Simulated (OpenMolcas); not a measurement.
## Levels of Ag²⁺ by method

```
Program             : OpenMolcas
Basis               : ANO-RCC-VQZP [8s7p5d3f2g1h]
Scalar Hamiltonian  : DKH2, point nucleus
Active space        : 9 electrons in 6 orbitals (4d 5s)
State averaging     : 2S+1 = 2 even, 29 roots; 2S+1 = 4 even, 10 roots kept (CI in the orbitals of an earlier block)
Spin-orbit coupling : RASSI with atomic mean-field integrals over the reference wave functions, term energies averaged over their components
```

Methods on the same reference wave functions:
A. CASSCF
B. SS-CASPT2, IPEA 0.25 Eh, imaginary shift 0.1 Eh (closed shells correlated: 4s 4p)
C. MS-CASPT2, IPEA 0.25 Eh, imaginary shift 0.1 Eh (closed shells correlated: 4s 4p)

Energies in cm⁻¹ above 4d⁹ ²D_5/2, the measured ground level; measured values from Moore, Atomic Energy Levels, vol. III, NSRDS-NBS 35 (1971 reprint of NBS Circular 467, 1958).

```json
{"Level": "4d⁹ ²D_5/2", "A": "0.0", "B": "0.0", "C": "0.0", "Measured": "0.0"}
{"Level": "4d⁹ ²D_3/2", "A": "4700", "B": "4700", "C": "4700", "Measured": "4607"}
{"Level": "4d⁸ 5s ⁴F_9/2", "A": "53847", "B": "60750", "C": "60760", "Measured": "63250"}
{"Level": "4d⁸ 5s ⁴F_7/2", "A": "56358", "B": "63130", "C": "63140", "Measured": "65764"}
{"Level": "4d⁸ 5s ⁴F_5/2", "A": "58598", "B": "65420", "C": "65430", "Measured": "68145"}
{"Level": "4d⁸ 5s ⁴F_3/2", "A": "59911", "B": "66580", "C": "66590", "Measured": "69351"}
{"Level": "4d⁸ 5s ²F_7/2", "A": "63697", "B": "68820", "C": "68830", "Measured": "71691"}
{"Level": "4d⁸ 5s ²F_5/2 [53 %]", "A": "66819", "B": "71210", "C": "71230", "Measured": ""}
{"Level": "4d⁸ 5s ⁴P_5/2 [58 %]", "A": "70057", "B": "73900", "C": "73910", "Measured": "76406"}
{"Level": "4d⁸ 5s ⁴P_1/2", "A": "73742", "B": "77080", "C": "77090", "Measured": ""}
{"Level": "4d⁸ 5s ²D_5/2 [65 %]", "A": "75685", "B": "79180", "C": "79200", "Measured": "82231"}
{"Level": "4d⁸ 5s ²G_9/2", "A": "80288", "B": "83310", "C": "83320", "Measured": "85599"}
{"Level": "4d⁸ 5s ²G_7/2", "A": "80338", "B": "83360", "C": "83370", "Measured": "85727"}
{"Level": "4d⁸ 5s ²P_3/2", "A": "80631", "B": "82540", "C": "82550", "Measured": ""}
{"Level": "4d⁸ 5s ²P_1/2", "A": "81656", "B": "83350", "C": "83360", "Measured": ""}
```

Deviations, from unrounded energies. A percentage is the sum of absolute deviations over the sum of measured energies, with the sign that they share, or ± where signs differ.

```
                  Against measurement  Levels      A     B     C
       mean absolute deviation (cm-1)      10   6900  2400  2400
fine structure of the ground term (%)       1   +2.0  +2.0  +2.1
             other configurations (%)       9  -10.4  -3.5  -3.5
```

B, C lie about equally close to measurement and A furthest from it. The largest miss of C in the table is 4d⁸ 5s ²D_5/2 [65 %], by -3000 cm-1. The ranking rests on the paired levels alone, and a cruder setting can come out closer through cancelling errors.

Between B and C the level of the table that moves most is 4d⁸ 5s ²D_5/2 [65 %], by 18 cm-1 (lowest in B, highest in C). Moves below CASPT2's spread within the term are not significant.

The two smallest mean deviations differ by little beside CASPT2's spread within terms, so their order carries little weight.

The lowest spin-free term lies below A's lowest term by 0.593 hartree in B, 0.593 hartree in C.

CASPT2 breaks the degeneracy within a term, and the mean is taken; among the terms shown or strongly mixed into the levels shown the widest spread is 870 cm-1 (4d⁸ 5s ⁴F, C). Terms from blocks run as CI alone lack orbitals of their own. A single d shell beside an s shell can misplace configurations of different d count against each other. Without dynamic correlation excited terms often stand tens of per cent too high (terms of higher spin than the ground term too low), and those without a measured partner can miss by more than the paired ones (holds for A). Some levels mix across a computed gap that differs much from the measured one, so their mixing is not that of the real levels (holds for A). Computed and measured levels are paired by configuration, term and J; levels that our copy of the source lacks, or whose pairing is in doubt (as where it misses far off the trend of its configuration), stay unpaired and out of the deviations. Only configurations of the active space appear. Levels that lie high or do not pair safely by name in every column are left out.

A share in square brackets marks a mixed level and gives the weight of the term that names it, the lowest over the columns.
